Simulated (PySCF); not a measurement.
**How methods differ on the ionisation energy of Ga**

Ga [Ar] 3d10 4s2 4p1 (2P) → Ga⁺ [Ar] 3d10 4s2 (1S), as a difference of total energies. Calculation: PySCF 2.14, in aug-cc-pVQZ-PP with one added diffuse shell each of s, p, d, f, g type with ECP10MDF (8s7p6d4f3g, 114 functions); a scalar-relativistic core potential. Correlated levels: valence: 3s2 3p6 3d10 frozen. The calculations carry no spin-orbit coupling.

```tsv
method	ionisation energy (eV)
UHF	5.535
LDA	6.002
PBE	5.928
PBE0	5.958
r2SCAN	6.091
TPSSh	5.952
MN15	5.823
B3LYP	5.965
MP2 (valence)	5.768
SCS-MP2 (valence)	5.752
```

Question: How much does correlation contribute at MP2 (valence)?

Answer: 5.768 − (5.535) = 0.233 eV, measured against UHF.

Errors of the correlated levels include the incompleteness of this basis and the frozen core.

For comparison: 5.931 eV (measured; NIST levels, between the centres of gravity of the two terms).
